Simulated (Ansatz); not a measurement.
A calculation with Ansatz (development build ahead of 0.2.0).

```yaml
crystal:
  periodic: [false, false, false]
  atoms:
    - { symbol: Be, position_ang: [0.0, 0.0, 0.0] }
basis:
  gaussian: { orbitals: STO-3G }
hamiltonian:
  xc: hf
correlation:
  method: ccsdt_q
  frozen_orbitals: { Be: 0 }
```

The input is written out in the form of the current development build from the run's settings.

Output:

```yaml
Converged: yes
Reference_energy: -14.35188 hartree
Correlation_energy: -0.05178 hartree
Total_energy: -14.40366 hartree
```
